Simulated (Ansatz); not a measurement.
Start from `C[N](C)[Ge][OH]` and change one atom or group to get `C[N](C)[Ge][F]`.

Ansatz, PBE0-D4/def2-TZVP geometries, multiplicity 1. Each molecule was computed in one conformer, which needn't be the lowest.

Scalar relativity is left out up to krypton.

| property | `C[N](C)[Ge][OH]` |
| --- | --- |
| size of the dipole moment (PBE/def2-TZVPP) / D | 2.74 |
| LUMO energy (PBE0/def2-TZVPP) / eV | -1.06 |
| HOMO energy (PBE0/def2-TZVPP) / eV | -6.74 |
| HOMO energy (PBE/def2-TZVPP) / eV | -5.50 |
| zero-point energy (PBE0-D4/def2-TZVP) / kJ/mol | 249.8 |
| LUMO energy (B3LYP/def2-TZVPP) / eV | -1.27 |

Q: Give the same properties after the change, and the shifts. (Best estimate.)

A: Ansatz gave: 
```tsv
property	`C[N](C)[Ge][F]`	shift
size of the dipole moment (PBE/def2-TZVPP) / D	2.62	-0.12
LUMO energy (PBE0/def2-TZVPP) / eV	-1.44	-0.38
HOMO energy (PBE0/def2-TZVPP) / eV	-6.98	-0.24
HOMO energy (PBE/def2-TZVPP) / eV	-5.77	-0.27
zero-point energy (PBE0-D4/def2-TZVP) / kJ/mol	221.4	-28.4
LUMO energy (B3LYP/def2-TZVPP) / eV	-1.66	-0.39
```

With PBE0 the HOMO falls by 0.24 eV and the LUMO falls by 0.38 eV, so the gap narrows by about 0.14 eV. PBE moves the HOMO by -0.27 eV and ωB97M-V by -0.23 eV. The zero-point energy changes by -28.4 kJ/mol with -3 modes. Dipoles are sizes alone; their direction can turn.

B3LYP here is the variant with VWN-RPA as its local correlation; programs differ in this.
